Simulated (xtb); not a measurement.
xtb input:

```bash
xtb mol.xyz --gfn 1 --opt tight --chrg 0 --uhf 0
```
mol.xyz:
```
3

Li    -0.00000000    -0.00000000    -1.25868851
O      0.00000000     0.00000000     0.31385345
H      0.00000000     0.00000000     1.26523792
```

What final total energy does it print?

-5.60206 Eh (GFN1-xTB).
